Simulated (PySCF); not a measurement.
Dipole response of Al (aluminium, neutral)

[Ne] 3s2 3p1, 2P determinant. Calculation: PySCF 2.14, in dyall-acv3z; the spin-free X2C one-electron Hamiltonian (Gaussian nucleus). Coupled (time-dependent) response in atomic units; α is the mean over directions.

| method | mean α (bohr³) | α xx, yy, zz | C₆ (like pair) | S(−4) |
| --- | --- | --- | --- | --- |
| UHF | 61.27 | 51.88, 80.05, 51.88 | 554.2 | 1958 |
| PBE | 65.33 | 53.05, 89.89, 53.05 | 579.9 | 2743 |
| PBE0 | 62.24 | 51.67, 83.40, 51.67 | 552.3 | 2263 |
| PW91 | 64.54 | 52.50, 88.62, 52.50 | 570.9 | 2658 |

S(−4) is the Cauchy moment in α(ω) = α(0) + S(−4) ω² + …

Reference α: 57.8 ± 1 bohr³ (recommended; Schwerdtfeger and Nagle, table of static dipole polarizabilities (2023 update)). Published C₆: 528.0 (Chu and Dalgarno (2004); Tang, Norbeck and Certain (1976)).

α(iu) at PBE0:

```tsv
u (hartree)	α(iu) (bohr³)
0	62.24
0.0500	57.26
0.100	47.18
0.200	29.57
0.300	18.97
0.500	9.166
0.750	4.720
1.00	2.897
1.50	1.471
2.00	0.9298
3.00	0.5056
5.00	0.2406
```

The components differ because the open shell of this determinant is not spherical; for a pure term their mean is the scalar polarisability.
